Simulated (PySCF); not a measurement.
**Working out the ionisation energy of Tc**

Tc [Kr] 4d5 5s2 (6S) → Tc⁺ [Kr] 4d5 5s1 (7S). All numbers are calculated (PySCF 2.14, a scalar-relativistic core potential, in aug-cc-pVDZ-PP with ECP28MDF (5s5p4d2f, 54 functions)). Frozen: 4s2 4p6. Energies in hartree (1 hartree = 27.21139 eV):

| part | Tc (lower) | Tc⁺ (upper) |
| --- | --- | --- |
| UHF | -79.847228 | -79.642316 |
| MP2 opposite-spin | -0.041778 | 0.000000 |
| MP2 same-spin | -0.061437 | -0.061880 |

Task: What does Hartree-Fock give?

Result: (-79.642316) − (-79.847228) = 0.204912 hartree = 5.576 eV.

Task: What do MP2 and SCS-MP2 (6/5 opposite-spin, 1/3 same-spin) give?

Result: The opposite-spin parts differ by 1.137 eV and the same-spin parts by -0.012 eV. MP2: 5.576 + (1.137) + (-0.012) = 6.701 eV. SCS-MP2: 5.576 + 1.2 × (1.137) + (-0.012)/3 = 6.936 eV.

Measured between the centres of the two terms (NIST): 7.119 eV, so MP2 (valence) is off by -0.418 eV.

A double-zeta basis recovers only part of the correlation energy.

What remains against the reference includes basis incompleteness, the frozen core and correlation beyond second order.
